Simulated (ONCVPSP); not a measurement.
# rhenium (Re), ONCV: configuration errors across variants

Re (Z = 75), optimised norm-conserving Vanderbilt (ONCV), made with ONCVPSP 4.0.1 (PBEsol, non-relativistic). Core [Kr] 4d10 4f14, reference 5s2 5p6 5d5 6s1 (charge +1). Waves: 5s+6s: rc 1.95 bohr, ncon 5, nbas 8, qcut 5.2 1/bohr, 2 projectors; 5p: rc 2.00 bohr, ncon 4, nbas 8, qcut 5.3 1/bohr, 2 projectors, debl 3.7 Ha; 5d: rc 1.60 bohr, ncon 4, nbas 7, qcut 6.1 1/bohr, 2 projectors, debl 3.2 Ha. Local part: polynomial inside 1.15 bohr (lpopt 5, dvloc0 -1 Ha). Core correction: none.

All-electron excitation energies from the reference (eV): (1) 5s2 5p6 5d5 6s2 -7.921; (2) 5s2 5p6 5d5 6s0 14.322; (3) 5s2 5p6 5d4 6s0 42.265; (4) 5s2 5p6 5d6 6s1 -9.260.

A true bound ghost makes a file unfit for plane-wave use even where its test errors are small: the radial tests pick states by their node count and pass the ghost by.

Errors AE − PS in meV (a dash: test not solved or not reliable):

```tsv
change	(1)	(2)	(3)	(4)	bound ghosts	GHOST(+) flags above zero
base	-0.4	-0.5	-0.9	-1.2	none	s
p: rc 1.4	-0.4	-0.5	-1.8	-1.2	none	s
p: rc 1.76	-0.4	-0.5	-1.1	-1.2	none	s, p
p: rc 2.28	-0.4	-0.5	-1.2	-1.3	none	s
p: rc 2.66	-0.4	-0.8	-3.1	-1.6	none	s, p
```

Give the same row for: p: rc 2.8.

-0.4, -1.0, -4.7, -1.6; bound ghosts: p; GHOST(+) flags above zero: s.
